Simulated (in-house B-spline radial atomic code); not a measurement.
A calculation on Ni V (Ni4+) (an excited or competing configuration): its settings, and results tabulated from the run. Level of theory: non-relativistic BHandHLYP, spin-polarised, spherical fractional occupations, exact exchange averaged over the configuration, point nucleus; calculated with a radial B-spline atomic code at the basis-set limit.

Command:
```bash
python run_scf.py task.json out
```
Settings:
```
Z                28
configuration    [Ar] 3d5 4d1
hamiltonian      nr
method           bhandhlyp
spin_polarised   True
exact_exchange   averaged over the configuration
```

Output (hartree, bohr):
```
 radial grid: 48 intervals, B-splines of order 8, outer radius 22.1277 bohr

 iter        energy (Eh)    residual
    1       -1484.303782    8.34e-01
    2       -1497.021143    6.09e-01
    3       -1501.770000    1.71e-01
    4       -1502.340901    4.50e-02
    5       -1502.377571    2.90e-02
    6       -1502.390027    3.68e-03
    7       -1502.390153    4.74e-04
    8       -1502.390155    3.57e-05
    9       -1502.390155    1.88e-06
   10       -1502.390155    3.06e-08

 total energy                     -1502.39015
 kinetic                            1501.4888
 electron-nucleus                  -3519.4055
 Hartree                             576.3546
 exact exchange                      -29.8240
 exchange-correlation                -31.0041

 orbital      occ     eigenvalue          <r>       <r^2>       <1/r>       <r^4>       r_max
 1s up      1.000      -305.0186     0.054824  0.00402891      27.513 4.14274e-05     0.03615
 1s down    1.000      -305.0177    0.0548227  0.00402865     27.5133 4.14171e-05     0.03615
 2s up      1.000       -39.7267     0.248028   0.0725315     5.95688  0.00914139      0.2075
 2s down    1.000       -39.5397     0.247233   0.0720158      5.9758  0.00897748      0.2071
 2p up      3.000       -34.9831      0.21689   0.0576778     5.90126   0.0067295      0.1663
 2p down    3.000       -34.8160     0.215878   0.0570559      5.9214  0.00653812       0.166
 3s up      1.000        -7.3752     0.726125    0.604822     1.94507    0.574534      0.6394
 3s down    1.000        -6.9846     0.732729    0.616545     1.92113    0.601761      0.6412
 3p up      3.000        -5.8785     0.744644    0.646688     1.83756    0.695052      0.6392
 3p down    3.000        -5.4332     0.756172    0.668247     1.80406    0.751847      0.6425
 3d up      5.000        -3.3599     0.785833    0.753536     1.59716     1.14884      0.5915
 4d up      1.000        -1.1148      2.64372     7.91423    0.489229     93.3261       2.393
```

Time taken, with all properties: 0.09 s on 1 thread of Intel(R) Xeon(R) 6975P-C (shared host).
